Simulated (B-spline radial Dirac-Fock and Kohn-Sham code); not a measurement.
**Two-hole binding energies of Pt³⁺**

System: Pt³⁺, configuration [Xe] 4f14 5d7, inside a Watson sphere of charge -3 and radius 1.6 Å (a model of the Madelung potential; inside it an electron's potential energy is raised by 27.0 eV).

Input of the calculation (task.json; shells as n, l, electrons):

```json
{"items": [{
  "Z": 78,
  "q": 3,
  "cfg": [[1, 0, 2], [2, 0, 2], [2, 1, 6], [3, 0, 2], [3, 1, 6], [3, 2, 10], [4, 0, 2], [4, 1, 6], [4, 2, 10], [4, 3, 14], [5, 0, 2], [5, 1, 6], [5, 2, 7]],
  "A": 195,
  "rrms": 5.427,
  "watson": [-3, 1.6],
  "do": ["binding", "quiet", "double"]
}]}
```

Run with: `python xray_run.py task.json out`

These are calculated numbers from a radial atomic solver; the model is Dirac-Fock energy differences between relaxed states, corrected for Breit and QED terms. U is the two-hole binding energy less the two single-hole energies, the effective repulsion of the holes after relaxation. Each two-hole energy is an average over J within one jj subconfiguration.

```
          holes  E(a) (eV)  E(b) (eV)  E(ab) (eV)  U (eV)
           1s⁻²    78410.2    78410.2    158334.4  1514.0
   1s⁻¹ 2p3/2⁻¹    78410.2    11583.9     90354.0   359.9
   1s⁻¹ 3p1/2⁻¹    78410.2     3051.3     81595.7   134.2
   1s⁻¹ 3d5/2⁻¹    78410.2     2142.5     80656.3   103.6
        2p1/2⁻²    13293.2    13293.2     26898.3   311.8
        2p3/2⁻²    11583.9    11583.9     23416.8   249.0
   2s⁻¹ 3p1/2⁻¹    13907.4     3051.3     17060.1   101.4
   2s⁻¹ 3p3/2⁻¹    13907.4     2671.3     16671.0    92.3
   2s⁻¹ 3d5/2⁻¹    13907.4     2142.5     16150.8   100.9
2p1/2⁻¹ 3d5/2⁻¹    13293.2     2142.5     15539.9   104.2
3p1/2⁻¹ 3p3/2⁻¹     3051.3     2671.3      5789.0    66.3
        4f5/2⁻²      92.40      92.40           ?       ?
4f5/2⁻¹ 4f7/2⁻¹      92.40      89.08       210.8    29.4
        5p1/2⁻²      86.07      86.07       191.3    19.1
```

Task: Give the missing two-hole energy and U.

Result: E(ab) = 213.5 eV and U = 28.7 eV.
